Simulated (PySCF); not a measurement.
**XPS shifts beside NMR shieldings**

Compound: C₄H₈F₂O₂.
SMILES with atom numbers: `[CH3:1][O:2][C@H:3]([CH2:4][F:5])[O:6][CH2:7][F:8]`

Binding energies: PySCF 2.14.0, delta-SCF UKS SCAN, pcX-2 on the ionised atom, pcseg-1 elsewhere, spin-free X2C. Shieldings: GIAO B97-2/pcSseg-1, non-relativistic, same geometry.

```tsv
atom	isotropic shielding (ppm)
C1	125.6
C3	87.5
C4	95.8
C7	86.8
```

Problem. What are the C 1s binding energies of these atoms?

Solution. 
```csv
atom,environment,C 1s (eV),isotropic shielding (ppm)
C1,methoxy carbon,292.48,125.6
C4,sp3 C–F carbon,293.26,95.8
C3,sp3 carbon bearing two oxygens,293.95,87.5
C7,sp3 C–F carbon,294.73,86.8
```

By binding energy: C1 < C4 < C3 < C7. By shielding: C7 < C3 < C4 < C1.

Geometry: PBE0-D3(BJ)/def2-SVP, one conformer, isolated molecule.

The values belong to the conformer `[CH3:1][O:2][C@H:3]([CH2:4][F:5])[O:6][CH2:7][F:8]`: C1–O2–C3–C4 -93°, O2–C3–C4–F5 65°, O2–C3–O6–C7 -63°, C3–O6–C7–F8 -71°.
